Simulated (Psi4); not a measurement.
H2Cl3NTi, charge -1, doublet, at a GFN2-xTB geometry (such geometries of metal compounds can be far from the true shape) (the multiplicity is a formal guess) (a gas-phase anion, which may not be bound at this level).

Input for Psi4:
```
memory 2 GB

molecule mol {
-1 2
  Ti   -0.152882   -0.240690   -0.027324
  Cl    1.910350   -0.296127   -0.877345
  Cl    0.118545    0.218464    2.137783
  Cl   -1.192037    1.407764   -1.110919
  N    -1.133940   -1.812772   -0.205069
  H    -0.841089   -2.681334   -0.653590
  H    -2.084533   -1.945800    0.148373
}

set basis 6-31g*
set reference uks

energy('m06-2x')
print_variables()
```

Task: What is the computed number of basis functions (M06-2X/6-31G* (Psi4))?

Result: 115

Task: Estimate the <S^2> that M06-2X/6-31G* returns for this input.

Result: 0.753

Task: Estimate the nuclear repulsion energy that M06-2X/6-31G* returns for this input.

Result: 523.6331 Eh

A gas-phase anion may not be bound at this level; its values then depend on the basis.

These values belong to the state on which the SCF converged, which isn't shown to be the lowest.
